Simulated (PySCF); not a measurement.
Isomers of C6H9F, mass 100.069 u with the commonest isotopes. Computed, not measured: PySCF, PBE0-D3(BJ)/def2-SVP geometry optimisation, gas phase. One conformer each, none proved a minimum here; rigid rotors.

Question: Order these by rotational constant B, largest first.
A. `[CH2:1]=[C:2]1[CH2:3][CH2:4][C@@H:5]1[CH2:6][F:7]` with C4–C5–C6–F7 70°
B. `[CH2:1]=[CH:2]/[C:3](=[CH:4]\[CH3:5])[CH2:6][F:7]` with C1–C2–C3–C4 -179°, C2–C3–C6–F7 180°
C. `CC(C)=C=C(C)F`
D. `F[C@]12CC[C@H](C1)C2`
E. `[CH2:1]=[C:2]([CH3:3])/[CH:4]=[CH:5]\[CH2:6][F:7]` with C1–C2–C4–C5 180°, C4–C5–C6–F7 169°

Answer: D (2762 MHz), B (2454 MHz), A (1906 MHz), C (1298 MHz), E (1261 MHz).

Question: Order these by out-of-plane moment Σ m c² = (Ia + Ib − Ic)/2, smallest first.
A. `FC(C)=C=C(C)C`
B. `[CH2:1]=[C:2]([CH3:3])/[CH:4]=[CH:5]\[CH2:6][F:7]` with C1–C2–C4–C5 180°, C4–C5–C6–F7 169°
C. `[CH2:1]=[C:2]1[CH2:3][CH2:4][C@@H:5]1[CH2:6][F:7]` with C4–C5–C6–F7 70°
D. `F[C@]12CC[C@H](C1)C2`
E. `[CH2:1]=[C:2]([CH3:3])/[CH:4]=[CH:5]/[CH2:6][F:7]` with C1–C2–C4–C5 180°, C4–C5–C6–F7 0°

Answer: E (3.18 u·Å²), B (3.64 u·Å²), C (13.59 u·Å²), D (41.34 u·Å²), A (52.93 u·Å²).

Question: Order these by dipole moment, largest first.
A. `[CH2:1]=[C:2]1[CH2:3][CH2:4][C@@H:5]1[CH2:6][F:7]` with C4–C5–C6–F7 70°
B. `[CH2:1]=[C:2]([CH3:3])/[CH:4]=[CH:5]/[CH2:6][F:7]` with C1–C2–C4–C5 180°, C4–C5–C6–F7 0°
C. `[CH2:1]=[CH:2]/[C:3](=[CH:4]\[CH3:5])[CH2:6][F:7]` with C1–C2–C3–C4 -179°, C2–C3–C6–F7 180°
D. `CC(C)=C=C(C)F`
E. `[CH2:1]=[C:2]([CH3:3])/[CH:4]=[CH:5]\[CH2:6][F:7]` with C1–C2–C4–C5 180°, C4–C5–C6–F7 169°

Answer: D (2.01 D), B (1.86 D), E (1.72 D), A (1.50 D), C (1.36 D).

```json
{"SMILES": "C=C(C)/C=C\\CF", "point group": "C1", "Ia (u·Å²)": "76.22", "Ib (u·Å²)": "400.79", "Ic (u·Å²)": "469.72", "κ": "-0.93", "μa (D)": "1.54", "μb (D)": "0.71", "μc (D)": "0.27"}
{"SMILES": "F[C@]12CC[C@H](C1)C2", "point group": "Cs", "Ia (u·Å²)": "111.53", "Ib (u·Å²)": "182.97", "Ic (u·Å²)": "211.82", "κ": "-0.65", "μa (D)": "1.68", "μb (D)": "0.17", "μc (D)": "0.00"}
{"SMILES": "C=C(C)/C=C/CF", "point group": "Cs", "Ia (u·Å²)": "84.10", "Ib (u·Å²)": "398.09", "Ic (u·Å²)": "475.85", "κ": "-0.92", "μa (D)": "0.43", "μb (D)": "1.81", "μc (D)": "0.01"}
{"SMILES": "C=C/C(=C\\C)CF", "point group": "near Cs", "Ia (u·Å²)": "199.60", "Ib (u·Å²)": "205.92", "Ic (u·Å²)": "399.17", "κ": "0.88", "μa (D)": "1.36", "μb (D)": "0.07", "μc (D)": "0.01"}
{"SMILES": "C=C1CC[C@@H]1CF", "point group": "C1", "Ia (u·Å²)": "112.12", "Ib (u·Å²)": "265.17", "Ic (u·Å²)": "350.11", "κ": "-0.70", "μa (D)": "1.47", "μb (D)": "0.10", "μc (D)": "0.25"}
{"SMILES": "CC(C)=C=C(C)F", "point group": "Cs", "Ia (u·Å²)": "110.26", "Ib (u·Å²)": "389.42", "Ic (u·Å²)": "393.82", "κ": "-0.99", "μa (D)": "1.34", "μb (D)": "0.01", "μc (D)": "1.50"}
```
